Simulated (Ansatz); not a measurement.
A short molecular-dynamics run on CH9N4Ta (`C[N]=[Ta]([NH2])([NH2])[NH2]`).

```yaml
crystal:
  periodic: [false, false, false]
  atoms:
    - {symbol: C, position_ang: [0.479059, -2.050844, 1.486976]}
    - {symbol: N, position_ang: [0.375111, -0.938305, 0.614618]}
    - {symbol: Ta, position_ang: [-0.079880, 0.477228, -0.361236]}
    - {symbol: N, position_ang: [0.076191, -0.115896, -2.259037]}
    - {symbol: N, position_ang: [1.139386, 1.941449, 0.227731]}
    - {symbol: N, position_ang: [-1.964833, 1.152683, -0.113571]}
    - {symbol: H, position_ang: [-0.453914, -2.237750, 2.033338]}
    - {symbol: H, position_ang: [1.271569, -1.898876, 2.230352]}
    - {symbol: H, position_ang: [0.726596, -2.965916, 0.934577]}
    - {symbol: H, position_ang: [-0.052853, 0.499017, -3.050936]}
    - {symbol: H, position_ang: [0.421877, -1.008777, -2.573905]}
    - {symbol: H, position_ang: [1.174459, 2.851999, -0.209970]}
    - {symbol: H, position_ang: [1.896120, 1.851661, 0.887471]}
    - {symbol: H, position_ang: [-2.255277, 1.702034, 0.683324]}
    - {symbol: H, position_ang: [-2.775409, 0.689594, -0.500432]}
basis:
  gaussian: {orbitals: def2-SVP}
hamiltonian: {xc: {name: PBE}, dispersion: d3bj}
md: {timestep: 0.5 fs, n_steps: 30, ensemble: nve, temperature: 1500, initial_velocities: maxwell_boltzmann, seed: 6}
```

```sh
$ ansatz run in.yaml --threads 4 --pin off --events-out ev --progress --plain --max-ram 11315MiB
```

```json
{"step": "0", "time (fs)": "0.0", "potential energy (eV)": "-8686.2298", "kinetic (eV)": "2.5206", "T (K)": "1500", "conserved (eV)": "-8683.7093"}
{"step": "1", "time (fs)": "0.5", "potential energy (eV)": "-8686.1964", "kinetic (eV)": "2.4890", "T (K)": "1481", "conserved (eV)": "-8683.7074"}
{"step": "2", "time (fs)": "1.0", "potential energy (eV)": "-8686.0563", "kinetic (eV)": "2.3526", "T (K)": "1400", "conserved (eV)": "-8683.7037"}
{"step": "3", "time (fs)": "1.5", "potential energy (eV)": "-8685.8629", "kinetic (eV)": "2.1627", "T (K)": "1287", "conserved (eV)": "-8683.7002"}
{"step": "4", "time (fs)": "2.0", "potential energy (eV)": "-8685.6690", "kinetic (eV)": "1.9710", "T (K)": "1173", "conserved (eV)": "-8683.6980"}
{"step": "5", "time (fs)": "2.5", "potential energy (eV)": "-8685.5085", "kinetic (eV)": "1.8112", "T (K)": "1078", "conserved (eV)": "-8683.6973"}
{"step": "6", "time (fs)": "3.0", "potential energy (eV)": "-8685.3937", "kinetic (eV)": "1.6963", "T (K)": "1009", "conserved (eV)": "-8683.6974"}
{"step": "7", "time (fs)": "3.5", "potential energy (eV)": "-8685.3230", "kinetic (eV)": "1.6251", "T (K)": "967", "conserved (eV)": "-8683.6979"}
{"step": "8", "time (fs)": "4.0", "potential energy (eV)": "-8685.2889", "kinetic (eV)": "1.5904", "T (K)": "946", "conserved (eV)": "-8683.6985"}
{"step": "9", "time (fs)": "4.5", "potential energy (eV)": "-8685.2818", "kinetic (eV)": "1.5826", "T (K)": "942", "conserved (eV)": "-8683.6992"}
{"step": "10", "time (fs)": "5.0", "potential energy (eV)": "-8685.2896", "kinetic (eV)": "1.5893", "T (K)": "946", "conserved (eV)": "-8683.7003"}
{"step": "11", "time (fs)": "5.5", "potential energy (eV)": "-8685.2958", "kinetic (eV)": "1.5941", "T (K)": "949", "conserved (eV)": "-8683.7016"}
{"step": "12", "time (fs)": "6.0", "potential energy (eV)": "-8685.2812", "kinetic (eV)": "1.5785", "T (K)": "939", "conserved (eV)": "-8683.7027"}
{"step": "13", "time (fs)": "6.5", "potential energy (eV)": "-8685.2328", "kinetic (eV)": "1.5302", "T (K)": "911", "conserved (eV)": "-8683.7027"}
{"step": "14", "time (fs)": "7.0", "potential energy (eV)": "-8685.1546", "kinetic (eV)": "1.4534", "T (K)": "865", "conserved (eV)": "-8683.7012"}
{"step": "15", "time (fs)": "7.5", "potential energy (eV)": "-8685.0721", "kinetic (eV)": "1.3730", "T (K)": "817", "conserved (eV)": "-8683.6991"}
{"step": "16", "time (fs)": "8.0", "potential energy (eV)": "-8685.0186", "kinetic (eV)": "1.3204", "T (K)": "786", "conserved (eV)": "-8683.6982"}
{"step": "17", "time (fs)": "8.5", "potential energy (eV)": "-8685.0105", "kinetic (eV)": "1.3114", "T (K)": "780", "conserved (eV)": "-8683.6990"}
{"step": "18", "time (fs)": "9.0", "potential energy (eV)": "-8685.0373", "kinetic (eV)": "1.3367", "T (K)": "795", "conserved (eV)": "-8683.7005"}
{"step": "19", "time (fs)": "9.5", "potential energy (eV)": "-8685.0773", "kinetic (eV)": "1.3761", "T (K)": "819", "conserved (eV)": "-8683.7012"}
{"step": "20", "time (fs)": "10.0", "potential energy (eV)": "-8685.1174", "kinetic (eV)": "1.4162", "T (K)": "843", "conserved (eV)": "-8683.7012"}
{"step": "21", "time (fs)": "10.5", "potential energy (eV)": "-8685.1543", "kinetic (eV)": "1.4530", "T (K)": "865", "conserved (eV)": "-8683.7012"}
{"step": "22", "time (fs)": "11.0", "potential energy (eV)": "-8685.1848", "kinetic (eV)": "1.4833", "T (K)": "883", "conserved (eV)": "-8683.7016"}
{"step": "23", "time (fs)": "11.5", "potential energy (eV)": "-8685.2021", "kinetic (eV)": "1.5001", "T (K)": "893", "conserved (eV)": "-8683.7020"}
{"step": "24", "time (fs)": "12.0", "potential energy (eV)": "-8685.1979", "kinetic (eV)": "1.4958", "T (K)": "890", "conserved (eV)": "-8683.7021"}
{"step": "25", "time (fs)": "12.5", "potential energy (eV)": "-8685.1688", "kinetic (eV)": "1.4671", "T (K)": "873", "conserved (eV)": "-8683.7017"}
{"step": "26", "time (fs)": "13.0", "potential energy (eV)": "-8685.1180", "kinetic (eV)": "1.4169", "T (K)": "843", "conserved (eV)": "-8683.7010"}
{"step": "27", "time (fs)": "13.5", "potential energy (eV)": "-8685.0540", "kinetic (eV)": "1.3536", "T (K)": "806", "conserved (eV)": "-8683.7004"}
{"step": "28", "time (fs)": "14.0", "potential energy (eV)": "-8684.9862", "kinetic (eV)": "1.2863", "T (K)": "765", "conserved (eV)": "-8683.7000"}
{"step": "29", "time (fs)": "14.5", "potential energy (eV)": "-8684.9205", "kinetic (eV)": "1.2205", "T (K)": "726", "conserved (eV)": "-8683.7000"}
{"step": "30", "time (fs)": "15.0", "potential energy (eV)": "-8684.8570", "kinetic (eV)": "1.1566", "T (K)": "688", "conserved (eV)": "-8683.7004"}
```

Velocities are drawn at the set temperature; a run this short doesn't reach equilibrium.

Frames (Å, forces in eV/Å):

```xyz
15
time=0.0 fs
C     0.479   -2.051    1.487   -0.085    0.329   -0.235
N     0.375   -0.938    0.615    0.307   -0.543    0.316
Ta   -0.080    0.477   -0.361   -0.267    0.702   -0.461
N     0.076   -0.116   -2.259   -0.129    0.033    0.527
N     1.139    1.941    0.228   -0.363   -0.408   -0.005
N    -1.965    1.153   -0.114    0.509    0.016   -0.238
H    -0.454   -2.238    2.033   -0.467   -0.147    0.318
H     1.272   -1.899    2.230    0.404    0.035    0.403
H     0.727   -2.966    0.935    0.131   -0.499   -0.245
H    -0.053    0.499   -3.051   -0.071    0.429   -0.553
H     0.422   -1.009   -2.574    0.255   -0.627   -0.285
H     1.174    2.852   -0.210    0.040    0.629   -0.315
H     1.896    1.852    0.887    0.570   -0.011    0.462
H    -2.255    1.702    0.683   -0.242    0.372    0.554
H    -2.775    0.690   -0.500   -0.592   -0.309   -0.243
15
time=1.0 fs
C     0.456   -2.037    1.481    2.670   -0.480    0.142
N     0.399   -0.929    0.608    0.187   -1.052    0.658
Ta   -0.081    0.476   -0.359   -0.135    1.137   -1.055
N     0.064   -0.111   -2.270    0.811   -2.259    0.371
N     1.145    1.945    0.224    0.807   -1.590    1.501
N    -1.964    1.147   -0.123    1.066    0.119   -0.182
H    -0.441   -2.233    2.039   -1.204   -0.195    0.595
H     1.311   -1.920    2.258   -0.906    0.059   -0.629
H     0.772   -2.995    0.960   -0.404    0.463    0.065
H    -0.007    0.493   -3.065   -0.133    0.816   -0.942
H     0.478   -1.035   -2.604   -0.622    1.331    0.513
H     1.189    2.855   -0.175    0.139    1.361   -0.571
H     1.926    1.803    0.917   -0.809    0.309   -0.805
H    -2.237    1.695    0.670   -0.298    0.663    0.923
H    -2.781    0.703   -0.478   -1.169   -0.683   -0.585
15
time=2.0 fs
C     0.434   -2.024    1.476    4.407   -1.238    0.376
N     0.423   -0.920    0.602    0.059   -1.525    0.988
Ta   -0.082    0.475   -0.357    0.006    1.550   -1.603
N     0.052   -0.107   -2.281    1.408   -3.101   -0.071
N     1.152    1.947    0.222    1.426   -2.056    2.163
N    -1.963    1.141   -0.132    0.896    0.183   -0.003
H    -0.440   -2.230    2.050   -1.503   -0.169    0.654
H     1.342   -1.941    2.280   -1.673    0.192   -1.155
H     0.815   -3.020    0.986   -0.896    1.190    0.216
H     0.037    0.494   -3.087   -0.128    0.743   -0.716
H     0.528   -1.050   -2.630   -1.224    2.290    0.970
H     1.205    2.870   -0.145    0.192    1.370   -0.495
H     1.949    1.756    0.940   -1.592    0.632   -1.562
H    -2.221    1.694    0.665   -0.221    0.645    0.857
H    -2.797    0.710   -0.461   -1.157   -0.705   -0.620
15
time=3.0 fs
C     0.417   -2.011    1.471    5.010   -1.858    0.808
N     0.446   -0.912    0.597   -0.076   -1.888    1.245
Ta   -0.084    0.474   -0.355    0.156    1.903   -2.081
N     0.041   -0.105   -2.292    1.760   -2.860   -0.756
N     1.160    1.948    0.221    1.563   -1.642    2.054
N    -1.961    1.135   -0.142    0.009    0.202    0.297
H    -0.452   -2.229    2.067   -1.217   -0.022    0.354
H     1.358   -1.960    2.291   -2.022    0.360   -1.323
H     0.848   -3.034    1.013   -1.265    1.579    0.194
H     0.080    0.503   -3.116   -0.180    0.329    0.004
H     0.567   -1.042   -2.647   -1.520    2.496    1.161
H     1.223    2.898   -0.120    0.164    0.602   -0.163
H     1.958    1.716    0.948   -1.805    0.852   -1.804
H    -2.207    1.699    0.669   -0.060    0.345    0.404
H    -2.825    0.710   -0.449   -0.517   -0.398   -0.394
15
time=4.0 fs
C     0.403   -2.001    1.466    4.805   -2.310    1.439
N     0.470   -0.905    0.592   -0.220   -2.086    1.383
Ta   -0.085    0.473   -0.353    0.314    2.163   -2.470
N     0.031   -0.106   -2.303    1.922   -2.032   -1.315
N     1.168    1.948    0.222    1.280   -0.781    1.473
N    -1.959    1.129   -0.151   -1.105    0.219    0.657
H    -0.476   -2.227    2.087   -0.567    0.207   -0.193
H     1.354   -1.976    2.289   -2.090    0.529   -1.264
H     0.870   -3.033    1.043   -1.489    1.652    0.039
H     0.122    0.514   -3.144   -0.332   -0.118    0.792
H     0.591   -1.012   -2.652   -1.519    2.143    1.147
H     1.242    2.931   -0.096    0.073   -0.449    0.184
H     1.949    1.684    0.938   -1.525    0.910   -1.589
H    -2.194    1.707    0.676    0.097   -0.054   -0.176
H    -2.856    0.707   -0.442    0.357    0.008   -0.108
15
time=5.0 fs
C     0.393   -1.992    1.463    4.167   -2.508    2.045
N     0.494   -0.900    0.589   -0.377   -2.104    1.385
Ta   -0.086    0.472   -0.351    0.478    2.315   -2.761
N     0.022   -0.107   -2.316    1.748   -0.802   -1.411
N     1.178    1.948    0.223    0.506    0.102    0.547
N    -1.958    1.124   -0.160   -1.967    0.253    0.978
H    -0.505   -2.224    2.106    0.101    0.423   -0.748
H     1.330   -1.986    2.276   -1.922    0.689   -1.012
H     0.877   -3.017    1.072   -1.559    1.423   -0.221
H     0.160    0.525   -3.166   -0.537   -0.385    1.331
H     0.601   -0.961   -2.647   -1.124    1.205    0.911
H     1.262    2.960   -0.071   -0.034   -1.285    0.387
H     1.926    1.660    0.914   -0.730    0.736   -0.886
H    -2.180    1.715    0.681    0.190   -0.376   -0.636
H    -2.885    0.703   -0.435    1.057    0.314    0.091
15
time=6.0 fs
C     0.386   -1.985    1.461    3.220   -2.330    2.390
N     0.517   -0.897    0.586   -0.547   -1.959    1.262
Ta   -0.087    0.471   -0.349    0.648    2.355   -2.953
N     0.015   -0.110   -2.329    0.990    0.877   -0.890
N     1.187    1.947    0.225   -0.802    0.853   -0.706
N    -1.958    1.118   -0.168   -2.357    0.282    1.180
H    -0.534   -2.217    2.117    0.580    0.565   -1.149
H     1.288   -1.990    2.253   -1.463    0.831   -0.512
H     0.870   -2.986    1.100   -1.448    0.858   -0.579
H     0.193    0.532   -3.174   -0.724   -0.410    1.510
H     0.601   -0.899   -2.633   -0.153   -0.421    0.411
H     1.282    2.977   -0.042   -0.122   -1.678    0.417
H     1.896    1.644    0.882    0.586    0.259    0.313
H    -2.165    1.720    0.681    0.203   -0.524   -0.852
H    -2.904    0.703   -0.428    1.388    0.442    0.159
15
time=7.0 fs
C     0.382   -1.979    1.461    1.867   -1.679    2.286
N     0.540   -0.894    0.584   -0.733   -1.695    1.046
Ta   -0.089    0.471   -0.348    0.828    2.295   -3.047
N     0.008   -0.111   -2.343   -0.324    2.696    0.112
N     1.197    1.947    0.227   -2.248    1.284   -1.924
N    -1.960    1.113   -0.175   -2.225    0.286    1.221
H    -0.557   -2.204    2.118    0.810    0.619   -1.347
H     1.232   -1.986    2.225   -0.591    0.936    0.349
H     0.848   -2.948    1.122   -1.123   -0.083   -1.025
H     0.219    0.535   -3.169   -0.834   -0.200    1.324
H     0.600   -0.841   -2.615    1.301   -2.419   -0.222
H     1.300    2.979   -0.009   -0.169   -1.555    0.301
H     1.872    1.629    0.853    1.998   -0.398    1.614
H    -2.147    1.719    0.672    0.147   -0.470   -0.790
H    -2.909    0.707   -0.419    1.296    0.383    0.102
15
time=8.0 fs
C     0.380   -1.976    1.463    0.127   -0.624    1.620
N     0.563   -0.893    0.583   -0.929   -1.364    0.778
Ta   -0.090    0.470   -0.346    1.019    2.160   -3.049
N     0.001   -0.111   -2.356   -1.247    3.382    1.070
N     1.204    1.948    0.227   -2.836    0.862   -2.197
N    -1.963    1.108   -0.181   -1.588    0.263    1.101
H    -0.572   -2.186    2.106    0.787    0.596   -1.349
H     1.171   -1.973    2.201    0.714    0.975    1.599
H     0.817   -2.911    1.134   -0.616   -1.289   -1.492
H     0.237    0.536   -3.151   -0.811    0.210    0.807
H     0.610   -0.806   -2.600    2.231   -3.483   -0.513
H     1.317    2.966    0.027   -0.155   -0.880    0.081
H     1.866    1.611    0.839    2.491   -0.733    2.069
H    -2.128    1.714    0.657    0.042   -0.223   -0.467
H    -2.903    0.714   -0.409    0.771    0.148   -0.059
15
time=9.0 fs
C     0.377   -1.972    1.466   -1.338    0.377    0.596
N     0.585   -0.893    0.583   -1.133   -1.012    0.501
Ta   -0.091    0.470   -0.345    1.222    1.978   -2.982
N    -0.006   -0.109   -2.369   -0.731    1.989    1.623
N     1.210    1.950    0.225   -2.119   -0.684   -1.178
N    -1.967    1.103   -0.187   -0.555    0.228    0.860
H    -0.580   -2.162    2.081    0.508    0.517   -1.169
H     1.117   -1.951    2.192    2.003    0.920    2.839
H     0.779   -2.886    1.132   -0.128   -2.287   -1.784
H     0.248    0.539   -3.126   -0.625    0.743    0.069
H     0.641   -0.803   -2.588    1.554   -2.590   -0.213
H     1.333    2.945    0.064   -0.068    0.258   -0.173
H     1.883    1.587    0.843    1.605   -0.381    1.258
H    -2.109    1.707    0.636   -0.086    0.167    0.039
H    -2.889    0.722   -0.400   -0.108   -0.221   -0.287
15
time=10.0 fs
C     0.374   -1.969    1.470   -1.327    0.684   -0.111
N     0.606   -0.893    0.583   -1.335   -0.673    0.245
Ta   -0.092    0.470   -0.344    1.431    1.773   -2.874
N    -0.014   -0.105   -2.381    0.605   -0.303    1.979
N     1.214    1.951    0.223   -0.902   -2.558    0.226
N    -1.972    1.099   -0.192    0.535    0.186    0.591
H    -0.584   -2.133    2.044   -0.027    0.406   -0.827
H     1.082   -1.920    2.210    2.348    0.721    3.133
H     0.740   -2.883    1.113    0.068   -2.401   -1.632
H     0.253    0.550   -3.099   -0.336    1.206   -0.624
H     0.687   -0.824   -2.579   -0.053   -0.729    0.207
H     1.348    2.926    0.098    0.054    1.407   -0.348
H     1.916    1.559    0.860    0.188    0.308   -0.019
H    -2.090    1.702    0.617   -0.204    0.566    0.550
H    -2.877    0.729   -0.394   -1.044   -0.593   -0.497
15
time=11.0 fs
C     0.369   -1.965    1.473    0.344    0.229   -0.112
N     0.626   -0.894    0.583   -1.514   -0.385    0.038
Ta   -0.093    0.469   -0.343    1.628    1.559   -2.755
N    -0.022   -0.101   -2.392    1.721   -1.888    2.160
N     1.218    1.950    0.221    0.080   -3.519    1.161
N    -1.976    1.094   -0.197    1.122    0.117    0.418
H    -0.587   -2.100    2.000   -0.727    0.285   -0.387
H     1.068   -1.883    2.257    1.476    0.321    2.081
H     0.701   -2.902    1.079   -0.036   -1.506   -0.976
H     0.254    0.572   -3.079   -0.114    1.302   -0.912
H     0.732   -0.853   -2.568   -1.378    0.790    0.377
H     1.363    2.920    0.130    0.095    1.809   -0.373
H     1.950    1.534    0.876   -0.900    0.854   -0.972
H    -2.073    1.702    0.602   -0.290    0.782    0.817
H    -2.874    0.730   -0.392   -1.508   -0.751   -0.566
15
time=12.0 fs
C     0.365   -1.960    1.477    2.307   -0.450    0.201
N     0.645   -0.895    0.583   -1.645   -0.178   -0.101
Ta   -0.094    0.469   -0.342    1.797    1.344   -2.638
N    -0.029   -0.099   -2.401    2.412   -2.283    2.000
N     1.222    1.947    0.220    0.718   -3.098    1.518
N    -1.980    1.090   -0.201    0.875    0.025    0.432
H    -0.598   -2.064    1.953   -1.317    0.188    0.009
H     1.068   -1.842    2.323    0.217   -0.196    0.483
H     0.662   -2.935    1.036   -0.192   -0.224   -0.096
H     0.254    0.606   -3.067   -0.090    0.864   -0.653
H     0.764   -0.874   -2.553   -2.080    1.647    0.325
H     1.379    2.931    0.158   -0.035    1.139   -0.310
H     1.976    1.517    0.884   -1.452    1.104   -1.425
H    -2.060    1.709    0.595   -0.347    0.684    0.687
H    -2.885    0.723   -0.396   -1.169   -0.566   -0.431
15
time=13.0 fs
C     0.363   -1.956    1.481    3.289   -0.936    0.480
N     0.663   -0.897    0.583   -1.712   -0.042   -0.182
Ta   -0.094    0.469   -0.342    1.927    1.135   -2.528
N    -0.034   -0.098   -2.409    2.739   -1.789    1.640
N     1.226    1.942    0.220    1.011   -1.849    1.482
N    -1.983    1.086   -0.205    0.069   -0.029    0.619
H    -0.621   -2.026    1.905   -1.417    0.129    0.195
H     1.070   -1.803    2.394   -0.721   -0.660   -0.825
H     0.621   -2.970    0.992   -0.228    0.831    0.689
H     0.254    0.648   -3.061   -0.220    0.076   -0.091
H     0.776   -0.880   -2.536   -2.260    1.959    0.164
H     1.395    2.953    0.183   -0.277   -0.069   -0.274
H     1.989    1.510    0.878   -1.526    1.075   -1.448
H    -2.049    1.722    0.594   -0.388    0.323    0.247
H    -2.907    0.712   -0.404   -0.284   -0.155   -0.167
15
time=14.0 fs
C     0.363   -1.953    1.485    3.005   -1.122    0.693
N     0.680   -0.898    0.582   -1.723    0.065   -0.238
Ta   -0.095    0.469   -0.341    2.020    0.935   -2.421
N    -0.037   -0.099   -2.415    2.635   -0.826    1.375
N     1.231    1.935    0.221    0.843   -0.493    1.122
N    -1.986    1.081   -0.209   -0.748   -0.003    0.876
H    -0.657   -1.988    1.859   -0.866    0.079    0.163
H     1.065   -1.770    2.458   -1.221   -0.992   -1.643
H     0.578   -2.998    0.954   -0.134    1.470    1.248
H     0.251    0.690   -3.056   -0.369   -0.714    0.427
H     0.768   -0.867   -2.517   -1.984    1.799   -0.051
H     1.408    2.974    0.206   -0.511   -1.111   -0.303
H     1.987    1.513    0.859   -1.136    0.776   -1.076
H    -2.042    1.739    0.596   -0.423   -0.118   -0.264
H    -2.932    0.699   -0.413    0.613    0.255    0.093
15
time=15.0 fs
C     0.366   -1.951    1.489    1.900   -1.037    0.806
N     0.696   -0.899    0.582   -1.694    0.181   -0.298
Ta   -0.096    0.470   -0.341    2.084    0.741   -2.312
N    -0.038   -0.099   -2.421    1.917    0.454    1.368
N     1.237    1.928    0.222    0.083    0.658    0.393
N    -1.990    1.077   -0.212   -1.232    0.072    1.089
H    -0.701   -1.948    1.815    0.070   -0.011    0.073
H     1.050   -1.747    2.506   -1.401   -1.194   -2.073
H     0.534   -3.011    0.928    0.042    1.742    1.581
H     0.244    0.726   -3.047   -0.450   -1.269    0.718
H     0.740   -0.837   -2.498   -1.154    1.083   -0.300
H     1.416    2.984    0.225   -0.664   -1.662   -0.370
H     1.975    1.524    0.829   -0.232    0.191   -0.295
H    -2.039    1.755    0.595   -0.451   -0.468   -0.644
H    -2.951    0.689   -0.421    1.181    0.519    0.265
```

Run time 73 s (4 threads of an Arm Neoverse V2 on a shared host); peak host memory 0.21 GiB.
